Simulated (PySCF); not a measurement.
SMILES B(F)(C)Br (CH3BBrF), CAM-B3LYP/def2-SVP optimised geometry.

```
7

B     -0.01     0.39     0.00
F     -0.59     1.57     0.00
Br     1.92     0.39     0.00
C     -0.83    -0.93    -0.01
H     -0.54    -1.57     0.84
H     -0.60    -1.51    -0.92
H     -1.92    -0.75     0.03
```

Density from CAM-B3LYP/def2-TZVP run with PySCF at that geometry.

Minimum of the electron density along straight lines between bonded atoms, close to the bond critical point (lines longer than 1.1 times the sum of covalent radii, or with two minima, are not listed):

```csv
bond,length / Å,ρ at the minimum / e bohr⁻³,∇²ρ there / e bohr⁻⁵,position (fraction from the first atom)
B1–F2,1.316,0.209,1.27,0.34
B1–Br3,1.926,0.136,-0.28,0.31
B1–C4,1.556,0.202,-0.46,0.34
C4–H5,1.101,0.267,-0.88,0.64
C4–H6,1.102,0.266,-0.87,0.64
C4–H7,1.099,0.271,-0.91,0.64
```
